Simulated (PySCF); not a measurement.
**Ionisation energy of Pd⁺ by level of theory**

Pd⁺ [Kr] 4d9 (2D) → Pd²⁺ [Kr] 4d8 (3F), as a difference of total energies. Calculation: PySCF 2.14, in aug-cc-pwCVTZ-PP with ECP28MDF (8s8p7d4f3g, 122 functions); a scalar-relativistic core potential. Correlated levels: valence: 4s2 4p6 frozen. The calculations carry no spin-orbit coupling.

```csv
method,ionisation energy (eV)
UHF,17.353
MP2 (valence),19.446
SCS-MP2 (valence),19.316
CCSD (valence),19.099
CCSD(T) (valence),19.240
```

**Question.** How much does correlation contribute at CCSD(T) (valence)?

**Answer.** 19.240 − (17.353) = 1.887 eV, measured against UHF.

The reference lies between the lowest fine-structure levels, while these numbers refer to the centres of the terms.

Errors of the correlated levels include the incompleteness of this basis and the frozen core.

For comparison: 19.43 ± 0.12 eV (semi-empirical (NIST evaluation); NIST Atomic Spectra Database, ionization energies).
